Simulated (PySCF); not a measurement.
# O⁺: ionisation energy

O⁺ [He] 2s2 2p3 (4S) → O²⁺ [He] 2s2 2p2 (3P), as a difference of total energies. Calculation: PySCF 2.14, in aug-cc-pVDZ (4s3p2d, 23 functions); no relativity, point nucleus. Correlated levels: valence: 1s2 frozen. The calculations carry no spin-orbit coupling.

Order these methods by the ionisation energy they give, lowest first.
A. BP86
B. r2SCAN
C. MP2 (valence)
D. wB97M-V

C (34.993 eV), D (35.052 eV), A (35.323 eV), B (35.511 eV).

A first-order spin-orbit estimate (lowest level to lowest level, LS coupling) adds -0.025 eV.

Errors of the correlated levels include the incompleteness of this basis and the frozen core.

For comparison: 35.121 eV (measured; NIST Atomic Spectra Database, ionization energies).
